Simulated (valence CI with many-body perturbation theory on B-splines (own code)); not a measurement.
**Hg⁴⁷⁺: fill in the table**

Level of theory: valence CI with perturbative core correlation (CI+MBPT): five valence electrons over a frozen Dirac-Fock core [Ar] 3d10, a basis of 9 s, 9 p, 8 d, 6 f, 3 g, 1 h functions for each j, with the one-electron correlation potential Σ1 (screened to all orders), the two-electron term Σ2, the three-electron term Σ3, Breit, model QED; selected single and double excitations, second order for the rest (own B-spline code, finite nucleus).

The last digits are not significant, and no measured levels were compared; by estimate large intervals hold to a few tenths of a per cent, small ones and those within an open d or f shell to about a per cent. Among the levels kept, up to 370 cm⁻¹ of a level comes from second order outside the variational space, and about a tenth of that is noise between levels of different J, which matters for small intervals.

| Level | E (cm⁻¹) |
| --- | --- |
| (4s^2 4p1/2^2 4p3/2) J=3/2 | 0 |
| (4s^2 4p1/2 4p3/2^2) J=3/2 | 1113300 |
| (4s^2 4p1/2 4p3/2^2) J=5/2 | 1162400 |
| (4s^2 4p1/2 4p3/2^2) J=1/2 | 1224600 |
| (4s^2 4p1/2^2 4d3/2) J=3/2 | 1416300 |
| (4s^2 4p1/2^2 4d5/2) J=5/2 | ? |
| (4s 4p1/2^2 4p3/2^2) J=5/2 | ? |
| (4s 4p1/2^2 4p3/2^2) J=1/2 | 2169800 |
| (4s 4p1/2^2 4p3/2^2) J=3/2 | 2185900 |
| (4s^2 4p3/2^3) J=3/2 | ? |
| (4s^2 4p1/2 4p3/2 4d3/2) J=5/2 [a] | 2522400 |
| (4s^2 4p1/2 4p3/2 4d3/2) J=3/2 [a] | 2527500 |
| (4s^2 4p1/2 4p3/2 4d3/2) J=1/2 [a] | ? |
| (4s^2 4p1/2 4p3/2 4d3/2) J=7/2 | ? |
| (4s^2 4p1/2 4p3/2 4d3/2) J=5/2 [b] | 2704400 |
| (4s^2 4p1/2 4p3/2 4d3/2) J=3/2 [b] | ? |
| (4s^2 4p1/2 4p3/2 4d3/2) J=1/2 [b] | 2726800 |
| (4s^2 4p1/2 4p3/2 4d5/2) J=7/2 [a] | 2768800 |
| (4s^2 4p1/2 4p3/2 4d5/2) J=3/2 [a] | 2812300 |
| (4s^2 4p1/2 4p3/2 4d5/2) J=9/2 | 2824100 |

Levels are named by their leading jj configuration (3d3/2^4 stands for four electrons in 3d with j = 3/2), which in mixed levels can hold well under half, so a name can repeat and another be missing. Letters in brackets count levels of one name in rising energy.

Problem. The levels stand in rising order. What does the calculation give for the missing energies?

Solution. (4s^2 4p1/2^2 4d5/2) J=5/2 1718400; (4s 4p1/2^2 4p3/2^2) J=5/2 2039700; (4s^2 4p3/2^3) J=3/2 2346900; (4s^2 4p1/2 4p3/2 4d3/2) J=1/2 [a] 2529000; (4s^2 4p1/2 4p3/2 4d3/2) J=7/2 2572400; (4s^2 4p1/2 4p3/2 4d3/2) J=3/2 [b] 2718200.
